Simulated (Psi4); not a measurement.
CH5FGe (SMILES [CH3][GeH2][F]), singlet, geometry from GFN2-xTB; HF/6-31G, TDA (Psi4).

Here is a job for Psi4.
```
memory 2 GB

molecule {
0 1
  Ge    0.21713276    0.25177654    0.17465432
  C    -1.72139845   -0.05853642    0.14489955
  F     0.89059425   -0.97968685   -0.87227012
  H     0.71344805    1.51329465   -0.47740754
  H     0.92969362   -0.02436337    1.47039552
  H    -1.93836206   -1.06178474    0.50515240
  H    -2.24846321    0.65711359    0.76837142
  H    -2.09152211    0.02729085   -0.87441623
symmetry c1
}

set basis 6-31g
set puream true
set save_jk true
set tdscf_states [5]
set tdscf_tda true
set d_convergence 1e-8

energy('td-scf')
print_variables()
```

What the program printed (banner, timings and long lists left out):

```
   => Loading Basis Set <=

    Name: 6-31G
    Role: ORBITAL
    Keyword: BASIS

         ---------------------------------------------------------
                                   SCF
               by Justin Turney, Rob Parrish, Andy Simmonett
                          and Daniel G. A. Smith
                              RHF Reference
         ---------------------------------------------------------

  ==> Geometry <==

    Molecular point group: c1
    Full point group: C1

    Geometry (in Angstrom), charge = 0, multiplicity = 1:

       Center              X                  Y                   Z               Mass
    ------------   -----------------  -----------------  -----------------  -----------------
         GE           0.147631030727     0.247984712168     0.179377029342    73.921177761000
         C           -1.790900179273    -0.062328247832     0.149622259342    12.000000000000
         F            0.821092520727    -0.983478677832    -0.867547410658    18.998403162730
         H            0.643946320727     1.509502822168    -0.472684830658     1.007825032230
         H            0.860191890727    -0.028155197832     1.475118229342     1.007825032230
         H           -2.007863789273    -1.065576567832     0.509875109342     1.007825032230
         H           -2.317964939273     0.653321762168     0.773094129342     1.007825032230
         H           -2.161023839273     0.023499022168    -0.869693520658     1.007825032230

  Running in c1 symmetry.

  Rotational constants: A =      0.43153  B =      0.20629  C =      0.15134 [cm^-1]
  Rotational constants: A =  12936.84607  B =   6184.45298  C =   4536.94223 [MHz]
  Nuclear repulsion =  211.831645802326108

  Charge       = 0
  Multiplicity = 1
  Electrons    = 52
  Nalpha       = 26
  Nbeta        = 26

  ==> Algorithm <==

  SCF Algorithm Type is DF.
  DIIS enabled.
  MOM disabled.
  Fractional occupation disabled.
  Guess Type is SAD.
  Energy threshold   = 1.00e-06
  Density threshold  = 1.00e-08
  Integral threshold = 1.00e-12

  ==> Primary Basis <==

  Basis Set: 6-31G
    Blend: 6-31G
    Number of shells: 31
    Number of basis functions: 55
    Number of Cartesian functions: 57
    Spherical Harmonics?: true
    Max angular momentum: 2

   => Loading Basis Set <=

    Name: (6-31G AUX)
    Role: JKFIT
    Keyword: DF_BASIS_SCF

  ==> Integral Setup <==

  SCF_SUBTYPE=INCORE selected. In-core MEM_DF algorithm will be used.
  Using in-core AOs.

  ==> MemDFJK: Density-Fitted J/K Matrices <==

    J tasked:                   Yes
    K tasked:                   Yes
    wK tasked:                   No
    Algorithm:                 Core
    Schwarz Cutoff:           1E-12
    Mask sparsity (%):       0.9917
    Fitting Condition:        1E-10

   => Auxiliary Basis Set <=

  Basis Set: (6-31G AUX)
    Blend: CC-PVDZ-JKFIT
    Number of shells: 140
    Number of basis functions: 426
    Number of Cartesian functions: 496
    Spherical Harmonics?: true
    Max angular momentum: 3

  Minimum eigenvalue in the overlap matrix is 2.0963097041E-02.
  Reciprocal condition number of the overlap matrix is 4.4782509197E-03.
    Using symmetric orthogonalization.

  ==> Pre-Iterations <==

  SCF Guess: Superposition of Atomic Densities via on-the-fly atomic UHF (no occupation information).

   -------------------------
    Irrep   Nso     Nmo
   -------------------------
     A         55      55
   -------------------------
    Total      55      55
   -------------------------

  ==> Iterations <==

                           Total Energy        Delta E     RMS |[F,P]|

   @DF-RHF iter SAD: -2210.47279741358125   -2.21047e+03   0.00000e+00
   @DF-RHF iter   1: -2213.74932313852787   -3.27653e+00   4.08712e-02 DIIS/ADIIS
   @DF-RHF iter   2: -2214.37498363802706   -6.25660e-01   2.80053e-02 DIIS/ADIIS
   @DF-RHF iter   3: -2214.68975204621802   -3.14768e-01   3.30532e-03 DIIS/ADIIS
   @DF-RHF iter   4: -2214.69497471042723   -5.22266e-03   2.49474e-04 DIIS/ADIIS
   @DF-RHF iter   5: -2214.69507396060635   -9.92502e-05   9.04807e-05 DIIS
   @DF-RHF iter   6: -2214.69508946022506   -1.54996e-05   1.90094e-05 DIIS
   @DF-RHF iter   7: -2214.69509078355759   -1.32333e-06   6.32321e-06 DIIS
   @DF-RHF iter   8: -2214.69509089697340   -1.13416e-07   1.47969e-06 DIIS
   @DF-RHF iter   9: -2214.69509090490965   -7.93625e-09   2.01972e-07 DIIS
   @DF-RHF iter  10: -2214.69509090506654   -1.56888e-10   3.57654e-08 DIIS
   @DF-RHF iter  11: -2214.69509090507290   -6.36646e-12   5.98962e-09 DIIS
  Energy and wave function converged.

  ==> Post-Iterations <==

    Orbital Energies [Eh]
    ---------------------

    Doubly Occupied:

[...]
    Virtual:

[...]
    Final Occupation by Irrep:
              A
    DOCC [    26 ]
    NA   [    26 ]
    NB   [    26 ]

  @DF-RHF Final Energy: -2214.69509090507290

   => Energetics <=

    Nuclear Repulsion Energy =            211.8316458023261077
    One-Electron Energy =               -3509.2506570125533472
    Two-Electron Energy =                1082.7239203051544791
    Total Energy =                      -2214.6950909050729024

Computation Completed

Properties will be evaluated at   0.000000,   0.000000,   0.000000 [a0]

Properties computed using the SCF density matrix

 Multipole Moments:

 ------------------------------------------------------------------------------------
     Multipole            Electronic (a.u.)      Nuclear  (a.u.)        Total (a.u.)
 ------------------------------------------------------------------------------------

 L = 1.  Multiply by 2.5417464519 to convert [e a0] to [Debye]
 Dipole X            :          6.0140464           -6.8296398           -0.8155935
 Dipole Y            :          1.2417629           -0.3726067            0.8691563
 Dipole Z            :          0.3126065            0.4640807            0.7766871
 Magnitude           :                                                    1.4226272

[...]

  ==> Options <==

     Residual threshold  : 1.0000e-06
     Initial guess       : denominators
     Reference           : RHF
     Solver type         : TDA (Davidson)

  ==> Requested Excitations <==

      5 singlet states with A symmetry

  ==> Seeking the lowest 5 singlet states with A symmetry

                         Generalized Davidson Solver
                               By Ruhee Dcunha

  ==> Options <==

    Max number of iterations        = 60
    Eigenvector tolerance           = 1.0000e-06
    Max number of expansion vectors = 1500

  => Iterations <=
                           Max[D[value]]     Max[|R|]   # vectors
  DavidsonSolver iter   1:   4.52782e-01  7.92011e-02     20
  DavidsonSolver iter   2:   1.25895e-02  2.98996e-02     25
  DavidsonSolver iter   3:   2.12237e-03  2.34262e-02     30
  DavidsonSolver iter   4:   1.73271e-03  2.82714e-02     35
  DavidsonSolver iter   5:   2.53177e-03  2.41357e-02     40
  DavidsonSolver iter   6:   9.19905e-04  1.41387e-02     45
  DavidsonSolver iter   7:   2.09026e-04  7.80909e-03     50
  DavidsonSolver iter   8:   3.38121e-05  2.43169e-03     55
  DavidsonSolver iter   9:   2.64711e-06  1.02589e-03     60
  DavidsonSolver iter  10:   3.41141e-07  2.91857e-04     65
  DavidsonSolver iter  11:   3.13691e-08  1.07296e-04     68
  DavidsonSolver iter  12:   3.56957e-09  3.53928e-05     70
  DavidsonSolver iter  13:   2.72650e-10  6.92369e-06     71
  DavidsonSolver iter  14:   1.31929e-11  1.42230e-06     72
  DavidsonSolver iter  15:   5.44009e-13  3.97720e-07     73      Converged

******************************************************************************************
**********                               WARNING                                **********
**********  Length-gauge rotatory strengths are **NOT** gauge-origin invariant  **********
******************************************************************************************

                                    Excitation Energy         Total Energy        Oscillator Strength             Rotatory Strength
     #   Sym: GS->ES (Trans)        au              eV              au          au (length)    au (velocity)    au (length)    au (velocity)
    ---- -------------------- --------------- --------------- --------------- --------------- --------------- --------------- ---------------
     1        A->A (1 A)       0.34209         9.30864        -2214.35300      0.0505          0.0125         -0.0000         -0.0000
     2        A->A (1 A)       0.35113         9.55477        -2214.34396      0.0061          0.0040          0.0000          0.0000
     3        A->A (1 A)       0.39055         10.62753       -2214.30454      0.4706          0.3980         -0.0000         -0.0000
     4        A->A (1 A)       0.41208         11.21315       -2214.28302      0.0673          0.0767         -0.0000         -0.0000
     5        A->A (1 A)       0.43327         11.78974       -2214.26183      0.0016          0.0002          0.0000          0.0000

Contributing excitations
Only contributions with abs(coeff) > 1.00e-01 will be printed:

Excited State    1 (1 A):   0.34209 au   133.19 nm f = 0.0505
  Sums of squares: Xssq =  1.000000e+00
     26a  ->  27a     0.957171 (91.618%)
     26a  ->  37a     0.136779 ( 1.871%)

Excited State    2 (1 A):   0.35113 au   129.76 nm f = 0.0061
  Sums of squares: Xssq =  1.000000e+00
     23a  ->  27a     0.121305 ( 1.471%)
     25a  ->  27a     0.942849 (88.896%)
     25a  ->  30a    -0.123845 ( 1.534%)
     25a  ->  37a     0.154001 ( 2.372%)

Excited State    3 (1 A):   0.39055 au   116.66 nm f = 0.4706
  Sums of squares: Xssq =  1.000000e+00
     21a  ->  27a     0.124207 ( 1.543%)
     22a  ->  27a    -0.128503 ( 1.651%)
     24a  ->  27a    -0.116326 ( 1.353%)
     26a  ->  27a    -0.121723 ( 1.482%)
     26a  ->  28a     0.882098 (77.810%)
     26a  ->  30a    -0.285511 ( 8.152%)
     26a  ->  31a     0.167217 ( 2.796%)

Excited State    4 (1 A):   0.41208 au   110.57 nm f = 0.0673
  Sums of squares: Xssq =  1.000000e+00
     20a  ->  27a    -0.196962 ( 3.879%)
     20a  ->  30a     0.107464 ( 1.155%)
     23a  ->  27a     0.192559 ( 3.708%)
     25a  ->  27a    -0.158345 ( 2.507%)
     25a  ->  28a     0.876459 (76.818%)
     25a  ->  30a     0.140485 ( 1.974%)
     25a  ->  34a     0.114604 ( 1.313%)
     26a  ->  32a    -0.151816 ( 2.305%)

Excited State    5 (1 A):   0.43327 au   105.16 nm f = 0.0016
  Sums of squares: Xssq =  1.000000e+00
     21a  ->  27a    -0.476588 (22.714%)
     21a  ->  28a    -0.202029 ( 4.082%)
     21a  ->  30a     0.138024 ( 1.905%)
     21a  ->  31a    -0.187944 ( 3.532%)
     21a  ->  37a    -0.160935 ( 2.590%)
     22a  ->  27a     0.538554 (29.004%)
     22a  ->  28a     0.198622 ( 3.945%)
     22a  ->  30a    -0.162731 ( 2.648%)
     22a  ->  31a     0.172271 ( 2.968%)
     22a  ->  37a     0.145701 ( 2.123%)
     26a  ->  27a     0.164982 ( 2.722%)
     26a  ->  28a     0.297769 ( 8.867%)
     26a  ->  30a     0.229530 ( 5.268%)
     26a  ->  31a    -0.139781 ( 1.954%)
     26a  ->  33a    -0.102950 ( 1.060%)

******************************************************************************************
**********                               WARNING                                **********
**********       The names of excited state variables changed between 1.5       **********
**********     and 1.6. For a quick solution, remove the symmetry specifier     **********
**********   from the variable name. For full details, see 'Notes on Psivars'   **********
**********                        in the documentation.                         **********
******************************************************************************************

  Variable Map:
  ----------------------------------------------------------------------------
[...]
  Array Variable Map:
  ----------------------------------------------------------------------------
[...]
[...]
```
